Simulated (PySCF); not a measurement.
## Electron correlation in Sc (scandium, neutral)

[Ar] 3d2 4s1, 4s spin antiparallel (an excited configuration). Calculation: PySCF 2.14, in aug-cc-pwCVTZ-DK; scalar relativity by spin-free X2C-1e. Frozen: [Ar]; 3 electrons correlated.

MP2 pair energies summed by pair of shells (mhartree):

```csv
pair,energy,share (%)
3d-4s,-13.27,67.3
3d-3d,-6.44,32.7
```

Total MP2 correlation energy: -19.70 mhartree.

Same-spin part -6.44 and opposite-spin part -13.27 mhartree; SCS-MP2 scales them by 1/3 and 6/5 to -18.07 mhartree.
